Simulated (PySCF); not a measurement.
NMR data simulated for an unnamed compound:

¹H NMR (300 MHz, computed): δ 6.64 (m, 1H), 6.57 (m, 1H), 6.55 (m, 1H), 6.52 (m, 1H), 6.40 (m, 1H), 6.19 (d, 1H), 6.15 (d, 1H), 5.74 (br s, 1H), 5.37 (m, 1H), 5.16 (br s, 1H).

¹³C{¹H} NMR (computed): δ 148.6 (C), 147.7 (CH), 145.7 (C), 138.6 (CH), 138.5 (CH), 138.2 (CH), 135.7 (CH), 132.6 (CH), 126.0 (CH2), 123.1 (CH2).

Calculated, not measured (PySCF 2.14.0 with density-fitted response routines): GIAO PBE0/pcSseg-1 shieldings, geometry from GFN2-xTB. Non-relativistic Hamiltonian, one conformer, in vacuum.

Scale: TMS for ¹H and ¹³C (reference shieldings calculated alike).

**Question.** Which of these does the molecule contain: a non-aromatic C=C double bond, a CH3CH2 unit, a Si–H bond, a vinyl group CH=CH2, a carboxylic acid?

**Answer.** 
- A non-aromatic C=C double bond: yes.
- A CH3CH2 unit: no.
- A Si–H bond: no.
- A vinyl group CH=CH2: yes (δC 123.1, 147.7; δH 6.55 (m), 5.37 (m), 6.57 (m)).
- A carboxylic acid: no.

The data belong to `C=CC1=CC=CC=CC1=C`, C10H10; they needn't prove each group on their own.

Carbon signals by region: 10 in the sp2 and nitrile region (100–160 ppm).

Shifts are as computed. Against solution values, carbons near 30 ppm lie about +3 ppm off and those near 130 ppm about +5 ppm. Of 1211 compounds with measured shifts, 218 miss one by over three times the rms of a fit or turn the order of signals round; such compounds aren't used in these exercises. No couplings were computed; multiplicities are counted from neighbouring protons, with m where these are inequivalent, close in shift, in a saturated or five-membered ring or joined by F or P, and br s for small geminal =CH2 splittings.
